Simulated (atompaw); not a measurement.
What one change does to a pseudopotential (P (Z = 15), PAW (atompaw))

atompaw 4.2.0.5 input, output lines left out:

```
P 15
GGA-PBE scalarrelativistic loggrid 1500 logderivrange -3 5 201
3 3 0 0 0 0
3 1 3
0 0 0
c
c
v
c
v
1
1.75 1.60 1.20 1.15
y
1.8
n
y
1.4
n
custom rrkj gramschmidtortho sinc
2 0.5 ultrasoft
1.65
1.65
1.75
1.75
```

Change: local potential vpsmatchnc scheme with l = 2 at 0.5 Ry, radius 1.20 bohr.

Cutoffs: the cutoffs (Ry, on a coarse ladder) from which the occupation-weighted sum of valence levels, in a spherical-Bessel basis at the reference potential, stays within 10 and 1 mRy of its value at 400 Ry; they do not see the model core or the augmentation charge, which bear on the density cutoff.

Question: What does the change do?

Answer: The potential gets softer (12 Ry and 25 Ry → 12 Ry and 21 Ry); a bound ghost appears in s, which as a rule spoils a file. A state that the projectors do not describe sees the local part alone, so a deeper or shallower local part can create or remove a ghost.

| quantity | base | changed |
| --- | --- | --- |
| cutoff, loose | 12 Ry | 12 Ry |
| cutoff, tight | 25 Ry | 21 Ry |
| bound ghosts | none | s |
| s: phases at 1.76 bohr within 0.05 rad from the reference energy up to (Ry; the scan ends near 5) | to the end of the scan | to the end of the scan |
| p: phases at 1.76 bohr within 0.05 rad from the reference energy up to (Ry; the scan ends near 5) | to the end of the scan | to the end of the scan |
| lowest overlap eigenvalue by channel | s 0.40, p 0.72 | s 0.29, p 0.64 |

 A true bound ghost makes a file unfit for plane-wave use even where its test errors are small: the radial tests pick states by their node count and pass the ghost by. The cutoffs see the waves, projectors and local potential, not the compensation charge or the core.
